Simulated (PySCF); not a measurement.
# Dipole response of Ni²⁺ (nickel, charge +2)

[Ar] 3d8, high-spin 3F determinant. Calculation: PySCF 2.14, in dyall-av2z (16s12p7d2f, 101 functions); the non-relativistic Hamiltonian (point nucleus). Coupled (time-dependent) response in atomic units; α is the mean over directions. A double-zeta set is small for polarisabilities.

```csv
method,mean α (bohr³),C₆ (like pair),S(−4)
UHF,2.553,6.807,2.791
PBE,3.291,9.054,6.056
PBE0,3.035,8.273,4.714
```

S(−4) is the Cauchy moment in α(ω) = α(0) + S(−4) ω² + …

α(iu) at PBE:

```csv
u (hartree),α(iu) (bohr³)
0,3.291
0.0500,3.276
0.100,3.233
0.200,3.078
0.300,2.871
0.500,2.445
0.750,2.018
1.00,1.700
1.50,1.259
2.00,0.9669
3.00,0.6233
5.00,0.3317
```

A single London oscillator, α(iu) = α/(1 + u²/ω²), gives C₆ = (3/4) ω α². Matching the computed C₆ needs ω = 4 × 9.054 / (3 × 3.291²) = 1.11 hartree.

For an ion, C₆ is the dispersion term alone; charge-induced terms of lower order in 1/R come first.
